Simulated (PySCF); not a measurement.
HSE06 on F⁻ (fluorine, charge -1), [Ne], closed-shell 1S. Computed with PySCF 2.14 in aug-cc-pVTZ with one added diffuse shell each of s, p, d, f type (6s5p4d3f, 62 functions), with no relativity, point nucleus.

```
cycle= 1 E= -99.7980884539124  delta_E= -0.00374  |g|= 0.0878  |ddm|= 0.215
cycle= 2 E= -99.7877961658283  delta_E= 0.0103  |g|= 0.208  |ddm|= 0.244
cycle= 3 E= -99.8010731845689  delta_E= -0.0133  |g|= 0.0204  |ddm|= 0.156
cycle= 4 E= -99.8012290899986  delta_E= -0.000156  |g|= 3.11e-05  |ddm|= 0.0172
cycle= 5 E= -99.8012290909428  delta_E= -9.44e-10  |g|= 1.55e-05  |ddm|= 7.5e-05
converged SCF energy = -99.8012290909428  <S^2> = -2.6645353e-14  2S+1 = 1
```

Highest occupied orbital energy: 0.198 eV; ⟨L²⟩ = 0.00; populations by l: s 4.00, p 6.00, d 0.00, f 0.00.

Question: Can this result be used?

Answer: With care. Self-consistency was reached. At HSE06 the highest occupied level has a positive energy, so only the finite basis holds that electron; in a semilocal or global hybrid functional this comes from self-interaction and does not mean that the real anion is unbound.
